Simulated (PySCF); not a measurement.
**Radial density of Xe²⁺ (xenon, charge +2)**

UHF, [Kr] 4d10 5s2 5p3 6s1, high-spin 5S determinant (an excited configuration). Calculation: PySCF 2.14, in dyall-av2z; the non-relativistic Hamiltonian (point nucleus).

```csv
r (bohr),4πr²ρ (e/bohr),4πr²(ρα − ρβ)
0.000524,0.3620,0.0000
0.000881,0.9856,0.0001
0.00148,2.613,0.0002
0.00249,6.630,0.0004
0.00419,15.62,0.0010
0.00705,32.50,0.0023
0.0119,55.12,0.0056
0.0199,68.10,0.0160
0.0335,61.07,0.0503
0.0564,71.51,0.1014
0.0949,88.52,0.0320
0.160,65.62,0.0536
0.268,73.52,0.1625
0.452,26.67,0.1795
0.760,28.77,0.1867
1.28,8.029,0.9517
2.15,2.924,1.7748
3.61,0.5353,0.4803
6.08,0.1118,0.1118
10.2,0.0002465,0.0002
```

A non-relativistic calculation at this Z misses sizeable relativistic shifts. The outer electron is Rydberg-like, and this basis confines it to a smaller radius and binds it less than a complete one would.
